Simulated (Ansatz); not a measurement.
`O[Si](F)([SiH3])[SiH3]` → F• + `O[Si]([SiH3])[SiH3]`•  (homolysis of the F–Si bond)

Isolated molecules relaxed with PBE0-D4/def2-TZVP in Ansatz; ΔE leaves out vibrations. CCSD(T)/CBS is the MP2 limit (def2-TZVPP, def2-QZVPP) plus CCSD(T) − MP2 in def2-TZVPP, frozen cores. This one scheme is used for every species, atoms too. Functionals use def2-TZVPP. B3LYP here is the variant with VWN-RPA as its local correlation; programs differ in this. HSE06 is defined as in plane-wave codes. No spin–orbit coupling; open shells (•) take unrestricted orbitals. Spin–orbit coupling would lower the free atoms: a little for F. Each species was taken in one conformer, which may not be the lowest.

Question: What is ΔE at CCSD(T)/CBS? (Best estimate.)

Answer: The calculation gave: +153.0 kcal/mol.

Question: What do these levels give: PBE-D4, revPBE-D4, r2SCAN0-D4, HSE06-D4, CAM-B3LYP-D4, PBE-QIDH, BLYP, B3LYP, BHLYP, CCSD/def2-SVP, HF/def2-TZVPP, SCS-MP2/def2-QZVPP? (Estimate.)

Answer: The calculation gave: PBE-D4 149.0, revPBE-D4 143.5, r2SCAN0-D4 143.3, HSE06-D4 145.3, CAM-B3LYP-D4 151.2, PBE-QIDH 147.7, BLYP 146.9, B3LYP 146.6, BHLYP 142.2, CCSD/def2-SVP 138.0, HF/def2-TZVPP 114.4, SCS-MP2/def2-QZVPP 156.1 kcal/mol.

Question: What do rigid-rotor, harmonic-oscillator terms from PBE0-D4/def2-TZVP frequencies (298.15 K, 1 bar) make of the CCSD(T)/CBS value? (Best estimate.)

Answer: The calculation gave: ΔZPE = -2.1 kcal/mol, ΔH = +151.7 kcal/mol, ΔS = 143 J/(mol·K), ΔG = +141.5 kcal/mol. Open shells count their whole term as degenerate.

Largest T1 diagnostic among the species: 0.016.

From r2SCAN to r2SCAN0 (25 % exact exchange), in def2-TZVPP and without D4, ΔE moves by −3.9 kcal/mol: exact exchange takes away binding that semilocal exchange gives to molecules. Leaving LDA and LC-ωPBE aside and taking each functional with its dispersion term where it has one, the values, not all of them listed here, spread over 8.8 kcal/mol, from BHLYP-D4 to ωB97M-V. LDA lies +21.5 kcal/mol from PBE without D4, its usual overbinding. At CCSD(T), def2-SVP lies −14.1 kcal/mol from the extrapolated value and def2-TZVPP −4.8 kcal/mol: correlation converges slowly with the basis, and small sets miss more of it in the bonded molecule than in its fragments.
